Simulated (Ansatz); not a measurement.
A run for Ansatz (a program for electronic structure): U-CCSD(T)/def2-TZVPP on CH4OSn (SMILES [CH3][Sn][OH]), a point of a bond scan (R = 1.093 Å). Elements past Kr take the def2 small-core potentials; no spin–orbit coupling. The run froze 11 orbitals, filled d shells among them.

Ansatz 0.2 input:
```yaml
crystal:
  periodic: [false, false, false]
  atoms:
    - {symbol: Sn, position_ang: [0.02238006, -0.06360862, 0.38858019]}
    - {symbol: C, position_ang: [0.41947667, 1.60722086, -0.98166041]}
    - {symbol: H, position_ang: [-0.20201734, 2.46931644, -0.72594186]}
    - {symbol: H, position_ang: [0.20079564, 1.28779189, -2.00052818]}
    - {symbol: H, position_ang: [1.46422512, 1.92099925, -0.91166492]}
    - {symbol: O, position_ang: [-0.53752719, -1.25054683, -1.13046981]}
    - {symbol: H, position_ang: [-0.79864880, -2.13662709, -0.85715367]}
basis:
  gaussian:
    orbitals: def2-TZVPP
correlation: {method: ccsd_t, electrons: outside_noble_gas}
scf: {omitted_lower_state_checks: [cluster_reference]}
magnetization: {spin_polarized: true, initial_magnetization: 0}
```

It printed:

```
WARN ansatz: RAYON_NUM_THREADS=1 ignored (pool sized by the plan → 1); use --threads N
Functional definition: HF
these checks for a lower state are left out or cut short: cluster_reference
integrals: 0.80 GiB planned
1171 factors; integrals over basis functions are off by at most 9.9e-4 eV
mean field: 0.62 GiB planned
mean field evaluation 1: about -8933.0180 eV, gradient 3.5e1 eV
mean field evaluation 2: about -8933.0220 eV, gradient 3.5e1 eV
mean field evaluation 4: about -8938.1543 eV, gradient 3.1e0 eV
mean field evaluation 8: about -8938.2361 eV, gradient 1.2e-3 eV
mean field evaluation 16: about -8938.2289 eV, gradient 1.6e-1 eV
mean field -8938.23612720 eV, -328.4741191207 hartree, gradient 2.8e-6 eV, S^2 0.000000; 2 other end points of the search recorded, 0 dependent functions left out
11 core orbitals not correlated
reference -8938.23612720 eV, -328.4741191207 hartree; 9, 9 occupied and 148, 148 virtual orbitals, 1171 factors
second order -14.05359057 eV of doubles, -0.00000000 eV of singles
coupled cluster: 2.01 GiB planned
cycle   1  -14.20042716 eV  change   -1.5e-1 eV  update   1.0e-1
cycle   2  -14.55481814 eV  change   -3.5e-1 eV  update   3.7e-2
cycle   3  -14.67819093 eV  change   -1.2e-1 eV  update   2.2e-2
cycle   4  -14.67675345 eV  change    1.4e-3 eV  update   6.3e-3
cycle   5  -14.67305986 eV  change    3.7e-3 eV  update   3.2e-3
cycle   6  -14.67341232 eV  change   -3.5e-4 eV  update   1.2e-3
cycle   7  -14.67312722 eV  change    2.9e-4 eV  update   5.2e-4
cycle   8  -14.67312157 eV  change    5.6e-6 eV  update   1.6e-4
cycle   9  -14.67318731 eV  change   -6.6e-5 eV  update   6.6e-5
cycle  10  -14.67317661 eV  change    1.1e-5 eV  update   2.2e-5
perturbative correction -0.57157080 eV, -0.0210048396 hartree
Total energy: -8953.48087462 eV, -329.0343532549 hartree
Checks for a lower state left out: cluster_reference
```

Self-consistency was reached.

Cost: about 50 core-seconds (a rough figure).
